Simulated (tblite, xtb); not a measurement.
F$_{6}$Sb (SMILES [F][Sb-]([F])([F])([F])([F])[F]), charge -1, singlet, geometry from GFN2-xTB. Base run: GFN1-xTB in xtb.

The xtb input:
```
$ xtb mol.xyz --gfn 1 --chrg -1 --json

# file mol.xyz
7

F     -0.44409035    -1.33755003    -1.30118803
Sb     0.00000000    -0.00000000    -0.00000000
F      1.86128177    -0.22198035    -0.40706450
F      0.13326868    -1.35684607     1.34927937
F     -0.13326868     1.35684607    -1.34927937
F      0.44409035     1.33755003     1.30118803
F     -1.86128177     0.22198035     0.40706450
```

Programs used: tblite, xtb; a row that names a program was run with it.

The base run was repeated with changes; each row names its change, and settings that it needs were set with it.

```json
[
 {"change": "base", "ΔE vs base (kcal/mol)": "0.000", "HOMO-LUMO gap (eV)": "3.61", "SCF cycles": "6"},
 {"change": "gbsa = thf", "ΔE vs base (kcal/mol)": "(withheld)", "HOMO-LUMO gap (eV)": "3.61", "SCF cycles": "7"},
 {"change": "acc = 1000", "ΔE vs base (kcal/mol)": "-0.002", "HOMO-LUMO gap (eV)": "3.61", "SCF cycles": "4"},
 {"change": "program = tblite; method = gfn1; option = (--alpb, water)", "ΔE vs base (kcal/mol)": "(withheld)", "HOMO-LUMO gap (eV)": "-", "SCF cycles": "-"},
 {"change": "acc = 0.0001", "ΔE vs base (kcal/mol)": "0.000", "HOMO-LUMO gap (eV)": "3.61", "SCF cycles": "8"},
 {"change": "program = tblite; method = gfn1; option = (--guess, eeq)", "ΔE vs base (kcal/mol)": "0.000", "HOMO-LUMO gap (eV)": "-", "SCF cycles": "-"},
 {"change": "acc = 30", "ΔE vs base (kcal/mol)": "0.000", "HOMO-LUMO gap (eV)": "3.61", "SCF cycles": "4"},
 {"change": "acc = 0.1", "ΔE vs base (kcal/mol)": "0.000", "HOMO-LUMO gap (eV)": "3.61", "SCF cycles": "7"},
 {"change": "etemp = 3000", "ΔE vs base (kcal/mol)": "-0.070", "HOMO-LUMO gap (eV)": "3.61", "SCF cycles": "6"}
]
```

Question: What belongs in the gaps?

Answer: 
- gbsa = thf, ΔE vs base (kcal/mol): -39.12
- program = tblite; method = gfn1; option = (--alpb, water), ΔE vs base (kcal/mol): -41.53

ALPB and GBSA are two models with their own fitted parameters for each solvent, which aren't always the measured dielectric constant.
